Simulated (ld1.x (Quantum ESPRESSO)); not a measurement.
An all-electron radial function and its pseudo partner (tin)

Columns: radius, all-electron u(r) and pseudo u(r) of the 5s shell (level -17.81 eV) of tin in the configuration [Kr] 4d10 5s2 5p1; PBE, scalar-relativistic, ultrasoft scheme, ld1.x (Quantum ESPRESSO) 7.5.

| r (bohr) | all-electron | pseudo |
| --- | --- | --- |
| 0.125 | -0.0712 | 0.0901 |
| 0.250 | 0.2380 | 0.1788 |
| 0.375 | 0.0361 | 0.2648 |
| 0.500 | -0.2471 | 0.3466 |
| 0.625 | -0.3656 | 0.4232 |
| 0.750 | -0.3152 | 0.4936 |
| 0.875 | -0.1635 | 0.5569 |
| 1.000 | 0.0262 | 0.6125 |
| 1.125 | 0.2135 | 0.6599 |
| 1.250 | 0.3776 | 0.6991 |
| 1.375 | 0.5103 | 0.7297 |
| 1.500 | 0.6107 | 0.7521 |
| 1.625 | 0.6813 | 0.7663 |
| 1.750 | 0.7259 | 0.7727 |
| 1.875 | 0.7490 | 0.7717 |
| 2.000 | 0.7546 | 0.7636 |
| 2.125 | 0.7464 | 0.7489 |
| 2.250 | 0.7276 | 0.7279 |
| 2.375 | 0.7010 | 0.7010 |
| 2.500 | 0.6686 | 0.6686 |
| 2.625 | 0.6325 | 0.6325 |
| 2.750 | 0.5940 | 0.5940 |
| 2.875 | 0.5545 | 0.5545 |
| 3.000 | 0.5148 | 0.5148 |
| 3.125 | 0.4758 | 0.4758 |
| 3.250 | 0.4378 | 0.4378 |

(1) How many radial nodes do the two functions have?

(2) At about which radius was the pseudo-wave matched?

(3) Is the pseudo-wave norm-conserving?

Answers

(1) The all-electron 5s function has n − l − 1 = 4 (the table is too coarse to show those close to the nucleus); the pseudo-wave has 0, since the states of the same l below it are removed with the core.

(2) 2.35 bohr, where the columns begin to agree (steps of 0.12 bohr).

(3) No, it belongs to an ultrasoft set: the norm inside the radius is not constrained, and the difference is carried by the augmentation charge.
